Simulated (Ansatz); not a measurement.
A made-up structure of LiSi2H5O, singlet:

Li1  (-1.873, 1.403, -2.472)
O2  (-0.971, 1.225, -1.135)
Si3  (-0.078, 0.983, 0.168)
Si4  (0.517, -1.281, 0.421)
H5  (1.208, 1.757, 0.156)
H6  (-0.766, 1.383, 1.441)
H7  (-3.044, 1.478, -3.545)
H8  (-0.685, -2.162, 0.539)
H9  (1.294, -1.786, -0.752)
(Å)

It is relaxed with PBE-D4/def2-SVP and then PBE0-D4/def2-TZVP (Ansatz 0.2.0). Atoms count as bonded within 1.22 times the sum of their covalent radii (H–H: 0.88 Å). The end point is not checked to be a true minimum.

**Question.** Does its bonding change? (A judgement: the text doesn't fix the answer.)

**Answer.** Computed: Yes. Formed: Li1–Si4, O2–Si4, Si4–H7; broken: none.

Where it ends: The first stage lowers the energy by 1.63 eV in 12 steps. It ends as LiSi₂H₅O ([H]1[Li]2[O]3[SiH2][SiH2]123):
```
9
angstrom
Li -1.8155 1.2986 -2.1515
O -0.7833 1.1320 -0.7518
Si 0.2705 0.9111 0.6592
Si -0.5917 -0.5645 -0.9845
H 1.3926 1.8949 0.4759
H -0.4868 1.4988 1.8175
H -1.5462 -0.4495 -2.2889
H -1.4154 -1.5699 -0.2665
H 0.5773 -1.1505 -1.6881
```

Labels in which every atom is bracketed show which atoms are joined, not bond orders.

For scale, one of the runs: PBE0-D4/def2-TZVP relaxation, 149 basis functions, launched by `ansatz run in.yaml --threads 2 --pin off --events-out ev --progress --plain --max-ram 4352MiB`. Hardware: 2 CPU threads of an Arm Neoverse V1, shared host. Wall time about 100 s.
